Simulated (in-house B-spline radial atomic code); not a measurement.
A fraction x of an electron is removed from 6s in neutral holmium, starting from [Xe] 4f11 6s2 and keeping the highest spin. Method: scalar-relativistic (X2C) LDA exchange-only, spin-polarised, spherical fractional occupations, Fermi nucleus of rms radius 5.2022 fm. Calculated with a B-spline radial code for spherical atoms.

```
   x  E(x) - E(0) (eV)  6s down level (eV)
   0            0.0000              -3.074
0.02            0.0623              -3.159
0.13            0.4359              -3.633
0.37            1.4335              -4.682
0.44            1.7720              -4.989
 0.5            2.0792              -5.250
0.55            2.3471              -5.467
0.64            2.8566              -5.852
 0.8            3.8461              -6.507
 0.9            4.5155              -6.872
   1            5.2172                   -
```

The exact functional would give a straight line between the two integer points. Deviations E(x) - E(0) - x[E(1) - E(0)], in eV: -0.042 at x = 0.02, -0.242 at x = 0.13, -0.497 at x = 0.37, -0.524 at x = 0.44, -0.529 at x = 0.5, -0.522 at x = 0.55, -0.482 at x = 0.64, -0.328 at x = 0.8, -0.18 at x = 0.9.

The curve lies below the straight line by up to 0.529 eV (at x = 0.5): convex, the delocalisation error that favours fractional charges.

(1) How well does Slater's transition state (minus the level at half occupation) give the ionisation energy?

Answers

(1) It gives 5.250 eV against 5.217 eV from the two total energies; NIST lists 6.02 eV, ground level to ground level.
